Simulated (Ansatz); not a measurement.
Computed with Ansatz on PBE0-D4/def2-TZVP structures; ΔE is electronic, products minus reactants. CCSD(T)/CBS is the MP2 limit (def2-TZVPP, def2-QZVPP) plus CCSD(T) − MP2 in def2-TZVPP, frozen cores. DFT in def2-TZVPP. For Br outer-core shells are correlated without core-valence functions, which leaves a few kJ/mol of doubt a bond. Scalar relativity is left out up to krypton. One conformer a species, not always the lowest.

Consider the redistribution: `NB(N)Br` + `CC(C)OB(O)F` → `CC(C)OB(N)N` + `OB(F)Br`.

`NB(N)Br`:

Cartesian coordinates in Å:
```
N 1.215 0.208 0.326
B -0.154 -0.091 0.316
N -0.975 -0.066 -0.820
Br -0.983 -0.582 2.017
H 1.761 0.175 1.167
H 1.732 0.470 -0.495
H -1.952 -0.288 -0.775
H -0.644 0.174 -1.737
```

`CC(C)OB(O)F`:

```xyz
15

C    -1.433    0.509   -0.190
C    -0.111   -0.191   -0.423
C     0.327   -0.148   -1.868
O     0.909    0.450    0.350
B     1.152    0.104    1.625
O     0.462   -0.884    2.261
F     2.115    0.765    2.277
H    -1.360    1.560   -0.479
H    -2.221    0.040   -0.783
H    -1.720    0.454    0.862
H    -0.192   -1.233   -0.094
H    -0.409   -0.646   -2.503
H     1.288   -0.648   -1.996
H     0.430    0.887   -2.202
H     0.763   -1.020    3.162
```

`CC(C)OB(N)N`:

Z-matrix (Å, degrees):
```
C
C 1 1.514
H 1 1.092 2 110.8
H 1 1.093 2 110.0 3 -120.0
H 1 1.091 2 110.5 3 120.5
C 2 1.518 1 112.0 3 59.4
O 2 1.411 1 107.7 3 -179.0
H 2 1.101 1 108.0 3 -60.8
H 6 1.093 2 109.8 1 59.0
H 6 1.093 2 110.9 1 -60.9
H 6 1.092 2 111.0 1 178.5
B 7 1.380 2 123.1 1 155.1
N 12 1.422 7 122.7 2 -1.9
N 12 1.417 7 115.8 2 178.2
H 13 1.003 12 122.7 7 -176.5
H 13 1.002 12 123.7 7 -1.5
H 14 1.003 12 120.9 7 -0.3
H 14 1.002 12 124.5 7 -179.5
```

`OB(F)Br`:

Cartesian coordinates in Å:
```
O -0.826 -0.404 0.594
B 0.108 -0.165 -0.336
F 0.188 -0.958 -1.380
Br 1.348 1.307 -0.202
H -0.818 0.221 1.324
```

| level | ΔE (eV) |
| --- | --- |
| PBE0 | 0.41 |
| HF/def2-TZVPP | 0.48 |

Task: What does CCSD(T)/CBS give? (Best estimate.)

Result: Computed: +0.41 eV. The listed levels differ from it by 0.00, 0.07 eV.

Largest T1 diagnostic among the species: 0.011.

In def2-TZVPP, CCSD(T) changes the Hartree–Fock value by −0.08 eV (the triples alone add −0.01 eV) and MP2 by −0.07 eV.
